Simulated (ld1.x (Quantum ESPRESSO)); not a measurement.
## Varying the RRKJ potential for gallium (Ga)

Base potential:

```json
{"Element": "gallium (Ga)", "Generator": "ld1.x (Quantum ESPRESSO) 7.5", "Type": "norm-conserving RRKJ (Kleinman–Bylander form)", "Functional": "LDA (PZ)", "Relativity": "scalar-relativistic", "Frozen core": "[Ne]", "Valence charge": "21", "Reference configuration": "3s2 3p6 3d10 4s2 4p1", "Partial waves": "3s (bound): rc 0.75 bohr; 3p (bound): rc 0.60 bohr; 3d (bound): rc 1.10 bohr", "Local potential": "all-electron potential smoothed inside 0.80 bohr (lloc = -1)", "Core correction": "none"}
```

Occupied shells without a wave of their own: 4p, 4s. They enter only through the test configuration that unscreens the potential.

Cutoffs, loose and tight: the cutoffs (Ry, on a coarse ladder) from which the occupation-weighted sum of valence levels, in a spherical-Bessel basis at the reference potential, stays within 10 and 1 mRy of its value at 400 Ry. They do not see the model core or the augmentation charge, which bear on the density cutoff. Test errors are all-electron minus pseudo excitation energies from the reference, over the configurations 3s2 3p6 3d10 4s2 4p0; 3s2 3p6 3d10 4s1 4p0; 3s2 3p6 3d10 4s0 4p0; 3s1 3p6 3d10 4s2 4p1; 3s2 3p6 3d10 4s0 4p3; 3s2 3p6 3d9 4s2 4p1; 3s2 3p6 3d10 4s2 4p1.3 (two spin-polarised tests are not counted in the largest error). A dash means not determined; rows that change the core or the reference have their own tests.

Cutoffs are not given where the Bessel-basis levels miss the radial ones by over 6 mRy, ghosts where they miss by over 20 mRy; a channel whose overlap is not positive is not tested.

| change | outcome | cutoff, loose | cutoff, tight | bound ghosts | largest test error (meV) |
| --- | --- | --- | --- | --- | --- |
| base | generated | over 300 Ry | over 300 Ry | none | no test is counted, since the test run did not reproduce the reference configuration |
| wave 3p (bound): rc 0.60 bohr becomes 3p (bound): rc 0.40 bohr | generated | – | – | not determined | no test is counted, since the test run did not reproduce the reference configuration |
| wave 3p (bound): rc 0.60 bohr becomes 3p (bound): rc 0.48 bohr | generated | – | – | none | no test is counted, since the test run did not reproduce the reference configuration |
| wave 3p (bound): rc 0.60 bohr becomes 3p (bound): rc 0.54 bohr | generated | over 300 Ry | over 300 Ry | none | no test is counted, since the test run did not reproduce the reference configuration |
| wave 3p (bound): rc 0.60 bohr becomes 3p (bound): rc 0.76 bohr | generated | 260 Ry | over 300 Ry | none | no test is counted, since the test run did not reproduce the reference configuration |
| wave 3p (bound): rc 0.60 bohr becomes 3p (bound): rc 0.90 bohr | generated | 200 Ry | 300 Ry | none | no test is counted, since the test run did not reproduce the reference configuration |

Problem. What comes out with this change to the base: wave 3p (bound): rc 0.60 bohr becomes 3p (bound): rc 0.84 bohr?

Solution. outcome: generated; cutoff, loose: 200 Ry; cutoff, tight: over 300 Ry; bound ghosts: none; largest test error (meV): no test is counted, since the test run did not reproduce the reference configuration.

Problem. What comes out with this change to the base: wave 3p (bound): rc 0.60 bohr becomes 3p (bound): rc 0.68 bohr?

Solution. outcome: generated; cutoff, loose: 300 Ry; cutoff, tight: over 300 Ry; bound ghosts: none; largest test error (meV): no test is counted, since the test run did not reproduce the reference configuration.

Reading the sweep of the p radius (base included, trends over the rows without a ghost): The loose cutoff falls from 300 Ry at 0.68 to 200 Ry at 0.9 bohr. A larger radius leaves more room for a smooth pseudo-wave, so fewer plane waves are needed; a smaller one forces it to follow the all-electron wave where it bends sharply.
